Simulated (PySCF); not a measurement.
C4H4Cl2.

```xyz
10

C      2.4234    -0.2206    -1.7568
C      1.3396    -0.3120    -1.0313
C      0.2404    -0.3948    -0.3205
Cl     0.1811    -1.4081     1.1168
C     -1.0251     0.3336    -0.6425
Cl    -1.4075     1.6112     0.5842
H      2.6078    -0.8983    -2.5989
H      3.1883     0.5358    -1.5439
H     -1.8795    -0.3564    -0.6505
H     -0.9380     0.8297    -1.6167
```

Geometry: B3LYP-D3(BJ)/def2-SVP. Other conformers were not sampled.

Calculation: PBE0/pcSseg-1 in PySCF. Non-relativistic, no solvent.

Question: Give the absolute GIAO shielding of each atom: isotropic value and principal components (ppm). (An estimate is asked for; the answer gives what the named calculation found.)

Answer: 
| atom | σ(iso) | σ11 | σ22 | σ33 | span |
|---|---|---|---|---|---|
| C1 | 94.9 | 8.6 | 109.2 | 166.9 | 158.3 |
| C2 | -37.7 | -61.9 | -40.7 | -10.4 | 51.4 |
| C3 | 67.5 | 3.2 | 79.6 | 119.7 | 116.5 |
| Cl4 | 726.2 | 562.2 | 651.3 | 965.2 | 403.0 |
| C5 | 128.0 | 102.7 | 135.4 | 145.8 | 43.1 |
| Cl6 | 805.9 | 596.1 | 735.3 | 1086.4 | 490.3 |
| H7 | 25.7 | 23.8 | 24.2 | 29.2 | 5.5 |
| H8 | 25.7 | 23.7 | 24.2 | 29.1 | 5.4 |
| H9 | 27.2 | 22.0 | 26.9 | 32.8 | 10.8 |
| H10 | 27.2 | 21.4 | 27.1 | 33.0 | 11.6 |
